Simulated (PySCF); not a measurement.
Si(H)2(NCO)(OMe) (C₂H₅NO₂Si), SMILES CO[SiH2]N=C=O. Heavy atoms are numbered as in [SiH2:1]([N:2]=[C:3]=[O:4])[O:5][CH3:6]. Hydrogens are named by the atom that carries them.

Coordinates come from a B3LYP-D3(BJ)/def2-SVP optimisation. Other conformers were not sampled.

Method: PBE0/pcSseg-1 (PySCF).

GIAO shieldings, no solvent; atoms alike by connectivity are averaged. δ = σ(ref) − σ: ²⁹Si against TMS (σ = 352.7 ppm); ¹⁵N against NH3 (σ = 267.4 ppm); ¹³C against TMS (σ = 186.3 ppm); ¹⁷O against H2O (σ = 334.2 ppm); ¹H against TMS (σ = 31.56 ppm), references at their B3LYP-D3(BJ)/def2-TZVP geometries, non-relativistic.

```csv
nucleus,atoms,count,δ (ppm)
²⁹Si,Si1 (SiH2),1,-45.9
¹⁵N,N2,1,47.1
¹³C,C3,1,128.9
¹³C,C6 (CH3),1,53.8
¹⁷O,O4,1,144.9
¹⁷O,O5,1,15.4
¹H,H on Si1,2,5.12
¹H,H on C6,3,3.95
```
